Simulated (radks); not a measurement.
Task: Species: Os48+. Configuration: [Ar] 3d10. Calculated with a radial shooting solver on a logarithmic mesh with Libxc functionals: Dirac Kohn-Sham, PBE, spin-unpolarised, spherical densities, point nucleus. Some entries of the table are withheld. Estimate them.

| orbital | occ. | eigenvalue (eV) | <1/r> (bohr^-1) | <r> (bohr) |
|---|---|---|---|---|
| 1s1/2 | 2 | (1) | 90.54 | 0.01773 |
| 2s1/2 | 2 | -15334.99 | (2) | 0.07407 |
| 2p1/2 | 2 | -14799.94 | 22.11 | 0.06114 |
| 2p3/2 | 4 | -13259.88 | 18.36 | 0.06928 |
| 3s1/2 | 2 | -5350.628 | 8.312 | 0.1894 |
| 3p1/2 | 2 | -5117.420 | (3) | 0.1793 |
| 3p3/2 | 4 | -4765.167 | (4) | 0.1931 |
| 3d3/2 | 4 | -4386.414 | 7.136 | 0.1679 |
| 3d5/2 | 6 | -4308.696 | 6.911 | 0.1721 |

Result: 
(1) 1s1/2 eigenvalue (eV): -76326.55
(2) 2s1/2 <1/r> (bohr^-1): 22.16
(3) 3p1/2 <1/r> (bohr^-1): 8.223
(4) 3p3/2 <1/r> (bohr^-1): 7.256
